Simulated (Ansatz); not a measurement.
H4AlSi, SMILES `[AlH-][SiH3]` (lower singlet) (charge -1, multiplicity 1). This singlet lies 0.61 eV below the relaxed triplet at the level frozen-core CCSD(T)/aug-cc-pVTZ // B3LYP-D3(BJ)/def2-TZVPD (Ansatz, an electronic-structure program).

Z-matrix (Å, degrees):
```
Si
H 1 1.5138
H 1 1.5152 2 100.62
H 1 1.5152 2 100.61 3 -104.07
Al 1 2.6116 2 118.92 4 -128.28
H 5 1.6832 1 87.69 2 179.51
```
Charge -1, spin multiplicity 1.

The restricted HF start is unstable towards unrestricted orbitals.

Give the natural occupations of the active orbitals, the CASSCF energy and the corrected energy for frozen-core fic-MRCISD+Q@CASSCF(2e,2o)/aug-cc-pVTZ // B3LYP-D3(BJ)/def2-TZVPD (Ansatz).


```json
{
  "natural_occupations": "1.89, 0.11",
  "CASSCF energy": "-533.1837 Ha",
  "corrected_energy": "-533.4429 Ha",
  "weight_of_the_reference": "0.883"
}
```
